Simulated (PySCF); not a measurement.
C2H12OSi3. Atoms are numbered in the order given.

```xyz
18

C     -1.0810    -1.7937    -0.0024
C     -0.9880    -0.3053    -0.3270
Si    -2.6811     0.5342    -0.5991
O     -0.3703     0.4327     0.7308
Si     1.2397     0.3358     1.1878
Si     2.6273     0.0466    -0.6987
H     -1.6494    -1.9558     0.9270
H     -0.0788    -2.2354     0.1330
H     -1.5795    -2.3436    -0.8165
H     -0.3975    -0.1823    -1.2593
H     -3.3978    -0.1270    -1.7318
H     -3.4999     0.4027     0.6393
H     -2.4780     1.9741    -0.9212
H      1.5540     1.6120     1.8864
H      1.4794    -0.7893     2.1447
H      2.3695    -1.2707    -1.3554
H      2.3929     1.1260    -1.7038
H      4.0589     0.0883    -0.2737
```

The structure is a stationary point at B3LYP-D3(BJ)/def2-SVP. The structure was generated by enumeration; whether it is a known compound was not checked. One conformer was computed; it need not be the lowest.

Calculation: PBE0/pcSseg-1 (PySCF).

GIAO shieldings, no solvent; atoms listed in one row are averaged. δ = σ(ref) − σ: ¹³C against TMS (σ = 186.3 ppm); ²⁹Si against TMS (σ = 352.7 ppm); ¹⁷O against H2O (σ = 334.2 ppm); ¹H against TMS (σ = 31.56 ppm), references at their B3LYP-D3(BJ)/def2-TZVP geometries, non-relativistic.

Computed chemical shifts:
| nucleus | atoms | count | δ (ppm) |
|---|---|---|---|
| ¹³C | C2 | 1 | 66.8 |
| ¹³C | C1 | 1 | 24.1 |
| ²⁹Si | Si5 | 1 | -16.4 |
| ²⁹Si | Si3 | 1 | -58.6 |
| ²⁹Si | Si6 | 1 | -112.6 |
| ¹⁷O | O4 | 1 | 25.0 |
| ¹H | H15 | 1 | 5.69 |
| ¹H | H14 | 1 | 5.50 |
| ¹H | H11, H12, H13 | 3 | 4.12 |
| ¹H | H10 | 1 | 3.84 |
| ¹H | H16, H17, H18 | 3 | 3.82 |
| ¹H | H7, H8, H9 | 3 | 1.71 |
